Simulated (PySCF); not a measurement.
# Potential energy of GaB along the bond

Set-up: basis Ga aug-pcseg-1, B aug-pcseg-1; no relativity; PySCF 2.14. Energies in eV from Ga + B in their ground configurations at the same level. State: ³Π (triplet), unpaired electrons σ ↑, π ↑.

All columns are PBE0. A positive dipole means Ga(−)B(+).

| R (Å) | E (eV) | μ (D) | Mulliken charge on Ga (basis-dependent) | HOMO (eV) | LUMO (eV) | Mayer bond order | ⟨S²⟩ |
| --- | --- | --- | --- | --- | --- | --- | --- |
| 1.928 | -1.473 | -0.62 | 0.15 | -5.49 | -3.85 | 1.00 | 2.00 |
| 2.018 | -1.738 | -0.81 | 0.18 | -5.49 | -3.67 | 1.00 | 2.00 |
| 2.107 | -1.884 | -1.02 | 0.21 | -5.48 | -3.51 | 0.99 | 2.01 |
| 2.175 | -1.935 | -1.18 | 0.23 | -5.47 | -3.40 | 0.99 | 2.01 |
| 2.242 | -1.949 | -1.35 | 0.25 | -5.37 | -3.29 | 0.98 | 2.01 |
| 2.309 | -1.934 | -1.52 | 0.26 | -5.25 | -3.20 | 0.98 | 2.01 |
| 2.399 | -1.881 | -1.74 | 0.28 | -5.10 | -3.09 | 0.98 | 2.01 |
| 2.511 | -1.780 | -2.00 | 0.29 | -4.94 | -2.97 | 0.98 | 2.01 |
| 2.646 | -1.627 | -2.28 | 0.30 | -4.78 | -2.86 | 0.99 | 2.01 |
| 2.825 | -1.401 | -2.61 | 0.29 | -4.60 | -2.74 | 0.99 | 2.01 |

A fit through these points gives, at Re = 2.238 Å, μ = -1.34 D and dμ/dR = -2.50 D/Å; the reduced mass is 9.493 u.

**Question.** How strong is the fundamental in the double-harmonic approximation, I = 42.26·(dμ/dR)²/μred km/mol?

**Answer.** I = 42.26·(-2.50)²/9.493 = 27.8 km/mol at PBE0.

Spin–orbit coupling is left out. The state was picked by a PBE0 search and need not be the measured ground state.
